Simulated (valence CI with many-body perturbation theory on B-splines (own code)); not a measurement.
## E1 line list for Sn XXXVIII

Calculated by valence CI with perturbative core correlation (CI+MBPT): three valence electrons over a frozen Dirac-Fock core [Ne], radial functions for each j: 11 s, 11 p, 9 d, 7 f, 5 g, 2 h, 1 i, with the one-electron correlation potential Σ1, the two-electron term Σ2, the three-electron term Σ3, Breit, model QED; selected CI, second order for the rest (own B-spline code, finite nucleus).

The last digits are not significant, and no measured levels were compared; by estimate large intervals hold to a few tenths of a per cent, small ones and those within an open d or f shell to about a per cent.

Lines 1 to 50 of 265 in falling wavelength, among levels below 499.63 eV, chosen from the strongest by gf and those to the six lowest levels. Wavelengths and rates use the calculated energies. Electric multipoles are in the length gauge, E1 and E2 with the static RPA response of the core. Weak lines are less certain than strong ones. Lines between different terms over intervals too small for the method are left out, as are lines whose strength nearly cancels. The highest levels of a list are the least certain.

Levels are named by their leading jj configuration (3d3/2^4 stands for four electrons in 3d with j = 3/2), which in mixed levels can hold well under half, so a name can repeat and another be missing. Letters in brackets count levels of one name in rising energy.

| λ vac (nm) | Upper | Lower | A (s⁻¹) | log gf | Branch % |
| --- | --- | --- | --- | --- | --- |
| 38.76 | (3s 3p1/2^2) J=1/2 | (3s^2 3p3/2) J=3/2 | 1.68e+07 | -3.12 | 0.2 |
| 19.11 | (3p1/2 3p3/2 3d3/2) J=7/2 | (3s 3p3/2 3d3/2) J=5/2 [b] | 1.67e+09 | -1.14 | 1.8 |
| 16.74 | (3p1/2 3p3/2 3d5/2) J=7/2 [b] | (3s 3p3/2 3d5/2) J=5/2 [b] | 3.47e+09 | -0.93 | 2.8 |
| 16.57 | (3s 3p1/2 3p3/2) J=3/2 [a] | (3s^2 3p3/2) J=3/2 | 5.29e+08 | -2.06 | 65.7 |
| 16.25 | (3p1/2 3p3/2 3d5/2) J=9/2 | (3s 3p3/2 3d5/2) J=7/2 [b] | 2.71e+09 | -0.97 | 3.4 |
| 14.66 | (3s 3p1/2 3p3/2) J=5/2 | (3s^2 3p3/2) J=3/2 | 3.83e+09 | -1.13 | 100.0 |
| 14.32 | (3p1/2 3p3/2 3d5/2) J=9/2 | (3s 3p3/2 3d5/2) J=7/2 [a] | 6.75e+09 | -0.68 | 8.4 |
| 14.18 | (3p1/2 3p3/2 3d5/2) J=7/2 [b] | (3s 3p3/2 3d5/2) J=7/2 [b] | 3.13e+09 | -1.12 | 2.5 |
| 13.91 | (3p1/2 3p3/2 3d3/2) J=5/2 | (3s 3p3/2 3d3/2) J=5/2 [a] | 4.74e+09 | -1.08 | 5.9 |
| 13.84 | (3s 3p1/2^2) J=1/2 | (3s^2 3p1/2) J=1/2 | 7.84e+09 | -1.35 | 99.8 |
| 13.55 | (3p1/2^2 3d3/2) J=3/2 | (3s 3p1/2 3d3/2) J=3/2 [b] | 6.93e+09 | -1.12 | 9.6 |
| 13.48 | (3p1/2^2 3d3/2) J=3/2 | (3s 3p1/2 3d3/2) J=1/2 | 7.94e+09 | -1.06 | 11.1 |
| 13.37 | (3p1/2^2 3p3/2) J=3/2 | (3s 3p1/2 3p3/2) J=3/2 [b] | 4.62e+09 | -1.31 | 5.8 |
| 13.36 | (3p1/2 3p3/2^2) J=1/2 | (3s 3p3/2^2) J=1/2 | 1.39e+10 | -1.13 | 8.1 |
| 13.17 | (3p1/2 3p3/2 3d3/2) J=3/2 [a] | (3s 3p3/2 3d3/2) J=3/2 [a] | 8.50e+09 | -1.05 | 5.4 |
| 13.10 | (3p1/2 3p3/2 3d3/2) J=7/2 | (3s 3p3/2 3d3/2) J=7/2 | 6.82e+09 | -0.85 | 7.2 |
| 13.05 | (3p1/2 3p3/2^2) J=5/2 | (3s^2 3d5/2) J=5/2 | 4.90e+09 | -1.12 | 3.7 |
| 13.03 | (3p1/2 3p3/2 3d5/2) J=5/2 [c] | (3s 3p3/2 3d5/2) J=7/2 [b] | 7.06e+09 | -0.97 | 2.7 |
| 13.01 | (3p1/2 3p3/2 3d3/2) J=3/2 [b] | (3s 3p3/2 3d5/2) J=5/2 [a] | 7.98e+09 | -1.09 | 3.2 |
| 12.91 | (3p1/2 3p3/2 3d3/2) J=7/2 | (3s 3p3/2 3d3/2) J=5/2 [a] | 3.79e+09 | -1.12 | 4.0 |
| 12.56 | (3s 3p1/2 3p3/2) J=3/2 [b] | (3s^2 3p3/2) J=3/2 | 4.89e+09 | -1.33 | 8.1 |
| 12.46 | (3p1/2 3p3/2^2) J=3/2 [a] | (3s 3p3/2^2) J=5/2 | 1.09e+10 | -0.99 | 7.1 |
| 12.28 | (3p1/2 3p3/2 3d5/2) J=5/2 [b] | (3s 3p3/2 3d5/2) J=5/2 [a] | 1.08e+10 | -0.83 | 5.8 |
| 12.20 | (3p1/2^2 3d5/2) J=5/2 | (3s 3p1/2 3d5/2) J=5/2 [b] | 1.58e+10 | -0.67 | 17.7 |
| 12.17 | (3s 3p1/2 3d5/2) J=5/2 [b] | (3s 3p3/2^2) J=5/2 | 8.28e+09 | -0.96 | 10.3 |
| 12.12 | (3p1/2 3p3/2^2) J=3/2 [b] | (3s^2 3d5/2) J=5/2 | 8.45e+09 | -1.13 | 2.8 |
| 11.96 | (3p1/2 3p3/2 3d5/2) J=5/2 [b] | (3s 3p3/2 3d5/2) J=3/2 [a] | 8.43e+09 | -0.96 | 4.5 |
| 11.91 | (3p1/2^2 3d5/2) J=5/2 | (3p1/2 3p3/2^2) J=3/2 [a] | 9.06e+09 | -0.94 | 10.2 |
| 11.76 | (3p1/2 3p3/2 3d5/2) J=5/2 [c] | (3s 3p3/2 3d5/2) J=7/2 [a] | 1.00e+10 | -0.90 | 3.8 |
| 11.73 | (3p1/2 3p3/2 3d5/2) J=7/2 [a] | (3s 3p3/2 3d5/2) J=9/2 | 2.34e+10 | -0.41 | 19.1 |
| 11.66 | (3s 3p1/2 3d3/2) J=3/2 [a] | (3s 3p1/2 3p3/2) J=3/2 [b] | 4.63e+09 | -1.42 | 22.3 |
| 11.62 | (3p1/2^2 3d5/2) J=5/2 | (3s 3p1/2 3d5/2) J=7/2 | 3.05e+10 | -0.43 | 34.3 |
| 11.60 | (3p1/2^2 3p3/2) J=3/2 | (3s 3p1/2 3p3/2) J=5/2 | 2.77e+10 | -0.65 | 34.9 |
| 11.58 | (3s 3p1/2 3p3/2) J=1/2 | (3s^2 3p3/2) J=3/2 | 9.71e+09 | -1.41 | 4.2 |
| 11.49 | (3p1/2^2 3d3/2) J=3/2 | (3s 3p1/2 3d3/2) J=5/2 | 3.28e+10 | -0.59 | 45.6 |
| 11.44 | (3p1/2 3p3/2 3d3/2) J=5/2 | (3p1/2 3p3/2^2) J=5/2 | 8.32e+09 | -1.01 | 10.4 |
| 11.37 | (3p1/2 3p3/2 3d5/2) J=5/2 [a] | (3s 3p3/2 3d3/2) J=7/2 | 2.12e+10 | -0.61 | 8.2 |
| 11.29 | (3p1/2^2 3d5/2) J=5/2 | (3s 3p1/2 3d3/2) J=3/2 [b] | 7.74e+09 | -1.05 | 8.7 |
| 11.15 | (3p1/2 3p3/2 3d5/2) J=9/2 | (3s 3p3/2 3d5/2) J=9/2 | 2.06e+10 | -0.42 | 25.5 |
| 11.04 | (3s 3p1/2 3d3/2) J=5/2 | (3s 3p1/2 3p3/2) J=3/2 [b] | 3.45e+08 | -2.42 | 6.0 |
| 10.88 | (3p1/2^2 3d3/2) J=3/2 | (3s 3p1/2 3d3/2) J=3/2 [a] | 1.53e+10 | -0.96 | 21.3 |
| 10.84 | (3p1/2 3p3/2 3d5/2) J=3/2 [a] | (3s 3p3/2 3d3/2) J=5/2 [a] | 1.45e+10 | -0.99 | 6.0 |
| 10.82 | (3p1/2 3p3/2 3d5/2) J=5/2 [b] | (3s 3p3/2 3d3/2) J=7/2 | 7.44e+09 | -1.11 | 4.0 |
| 10.72 | (3s 3d3/2 3d5/2) J=7/2 [b] | (3s 3p3/2 3d5/2) J=5/2 [b] | 1.14e+10 | -0.80 | 5.9 |
| 10.63 | (3p1/2^2 3p3/2) J=3/2 | (3s 3p1/2 3p3/2) J=3/2 [a] | 8.92e+09 | -1.22 | 11.2 |
| 10.29 | (3s 3p1/2 3d3/2) J=3/2 [a] | (3s 3p1/2 3p3/2) J=5/2 | 5.56e+09 | -1.45 | 26.8 |
| 9.807 | (3s 3p1/2 3d3/2) J=5/2 | (3s 3p1/2 3p3/2) J=5/2 | 2.43e+09 | -1.68 | 42.5 |
| 9.783 | (3s 3p1/2 3d5/2) J=5/2 [a] | (3s 3p1/2 3p3/2) J=3/2 [b] | 8.30e+07 | -3.15 | 0.2 |
| 9.663 | (3s 3p1/2 3d3/2) J=1/2 | (3s 3p1/2 3p3/2) J=3/2 [b] | 3.20e+07 | -4.05 | 0.0 |
| 9.630 | (3s 3p1/2 3d3/2) J=3/2 [b] | (3s 3p1/2 3p3/2) J=3/2 [b] | 5.70e+09 | -1.50 | 2.6 |
